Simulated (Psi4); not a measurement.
P2, charge +1, doublet, geometry from GFN2-xTB (a state made from the parent by changing its charge; the spin is typed, not shown lowest); Psi4 with HF/STO-3G.

Input for Psi4:
```
memory 2 GB

molecule mol {
1 2
P    -0.000000   -0.000000   -0.984938
P     0.000000    0.000000    0.984938
}

set {
  basis sto-3g
  reference uhf
}

energy('scf')
print_variables()
```

Task: Predict the main parts of the log of this Psi4 run.

Result: 
```
   => Loading Basis Set <=

    Name: STO-3G
    Role: ORBITAL
    Keyword: BASIS

         ---------------------------------------------------------
                                   SCF
               by Justin Turney, Rob Parrish, Andy Simmonett
                          and Daniel G. A. Smith
                              UHF Reference
         ---------------------------------------------------------

  ==> Geometry <==

    Molecular point group: d2h
    Full point group: D_inf_h

    Geometry (in Angstrom), charge = 1, multiplicity = 2:

       Center              X                  Y                   Z               Mass
    ------------   -----------------  -----------------  -----------------  -----------------
         P            0.000000000000     0.000000000000    -0.984938000000    30.973761998420
         P            0.000000000000     0.000000000000     0.984938000000    30.973761998420

  Running in d2h symmetry.

  Rotational constants: A = ************  B =      0.28051  C =      0.28051 [cm^-1]
  Rotational constants: A = ************  B =   8409.60234  C =   8409.60234 [MHz]
  Nuclear repulsion =   60.442826046284132

  Charge       = 1
  Multiplicity = 2
  Electrons    = 29
  Nalpha       = 15
  Nbeta        = 14

  ==> Algorithm <==

  SCF Algorithm Type is DF.
  DIIS enabled.
  MOM disabled.
  Fractional occupation disabled.
  Guess Type is SAD.
  Energy threshold   = 1.00e-06
  Density threshold  = 1.00e-06
  Integral threshold = 1.00e-12

  ==> Primary Basis <==

  Basis Set: STO-3G
    Blend: STO-3G
    Number of shells: 10
    Number of basis functions: 18
    Number of Cartesian functions: 18
    Spherical Harmonics?: true
    Max angular momentum: 1

   => Loading Basis Set <=

    Name: (STO-3G AUX)
    Role: JKFIT
    Keyword: DF_BASIS_SCF

  ==> Integral Setup <==

  SCF_SUBTYPE=INCORE selected. In-core MEM_DF algorithm will be used.
  Using in-core AOs.

  ==> MemDFJK: Density-Fitted J/K Matrices <==

    J tasked:                   Yes
    K tasked:                   Yes
    wK tasked:                   No
    Algorithm:                 Core
    Schwarz Cutoff:           1E-12
    Mask sparsity (%):       3.0864
    Fitting Condition:        1E-10

   => Auxiliary Basis Set <=

  Basis Set: (STO-3G AUX)
    Blend: DEF2-UNIVERSAL-JKFIT
    Number of shells: 76
    Number of basis functions: 256
    Number of Cartesian functions: 310
    Spherical Harmonics?: true
    Max angular momentum: 4

  Minimum eigenvalue in the overlap matrix is 4.4210390791E-01.
  Reciprocal condition number of the overlap matrix is 2.7094770115E-01.
    Using symmetric orthogonalization.

  ==> Pre-Iterations <==

  SCF Guess: Superposition of Atomic Densities via on-the-fly atomic UHF (no occupation information).

   -------------------------
    Irrep   Nso     Nmo
   -------------------------
     Ag         5       5
     B1g        0       0
     B2g        2       2
     B3g        2       2
     Au         0       0
     B1u        5       5
     B2u        2       2
     B3u        2       2
   -------------------------
    Total      18      18
   -------------------------

  ==> Iterations <==

                           Total Energy        Delta E     RMS |[F,P]|

   @DF-UHF iter SAD:  -672.47743725303985   -6.72477e+02   0.00000e+00
   @DF-UHF iter   1:  -673.53813465106600   -1.06070e+00   9.71135e-03 ADIIS/DIIS
   @DF-UHF iter   2:  -673.54526199124609   -7.12734e-03   2.10028e-03 ADIIS/DIIS
   @DF-UHF iter   3:  -673.54563287499309   -3.70884e-04   1.46481e-04 ADIIS/DIIS
   @DF-UHF iter   4:  -673.54563470327059   -1.82828e-06   4.03416e-05 DIIS
   @DF-UHF iter   5:  -673.54563488759800   -1.84327e-07   1.03881e-06 DIIS
   @DF-UHF iter   6:  -673.54563488769088   -9.28821e-11   2.69510e-08 DIIS
  Energy and wave function converged.

  ==> Post-Iterations <==

   @Spin Contamination Metric:   5.202506579E-04
   @S^2 Expected:                7.500000000E-01
   @S^2 Observed:                7.505202507E-01
   @S   Expected:                5.000000000E-01
   @S   Observed:                5.000000000E-01

    Orbital Energies [Eh]
    ---------------------

    Alpha Occupied:

[...]
    Alpha Virtual:

[...]
    Beta Occupied:

[...]
    Beta Virtual:

[...]
       5B1u    0.200662

    Final Occupation by Irrep:
             Ag   B1g   B2g   B3g    Au   B1u   B2u   B3u
    DOCC [     5,    0,    1,    1,    0,    4,    1,    2 ]
    SOCC [     0,    0,    0,    0,    0,    0,    1,    0 ]
    NA   [     5,    0,    1,    1,    0,    4,    2,    2 ]
    NB   [     5,    0,    1,    1,    0,    4,    1,    2 ]

  @DF-UHF Final Energy:  -673.54563488769088

   => Energetics <=

    Nuclear Repulsion Energy =             60.4428260462841322
    One-Electron Energy =               -1049.2697016176084617
    Two-Electron Energy =                 315.2812406836333139
    Total Energy =                       -673.5456348876909942

  UHF NO Occupations:
  HONO-2 :    1B3g 1.9999989
  HONO-1 :    4B1u 1.9997410
  HONO-0 :    2B2u 1.0000000
  LUNO+0 :    5B1u 0.0002590
  LUNO+1 :    2B3g 0.0000011
  LUNO+2 :    2B2g 0.0000001

Computation Completed

Properties will be evaluated at   0.000000,   0.000000,   0.000000 [a0]

Properties computed using the SCF density matrix

 Multipole Moments:

 ------------------------------------------------------------------------------------
     Multipole            Electronic (a.u.)      Nuclear  (a.u.)        Total (a.u.)
 ------------------------------------------------------------------------------------

 L = 1.  Multiply by 2.5417464519 to convert [e a0] to [Debye]
 Dipole X            :          0.0000000            0.0000000            0.0000000
 Dipole Y            :          0.0000000            0.0000000            0.0000000
 Dipole Z            :          0.0000000            0.0000000            0.0000000
 Magnitude           :                                                    0.0000000

 ------------------------------------------------------------------------------------

  Variable Map:
  ----------------------------------------------------------------------------
[...]
  Array Variable Map:
  ----------------------------------------------------------------------------
[...]
[...]
```
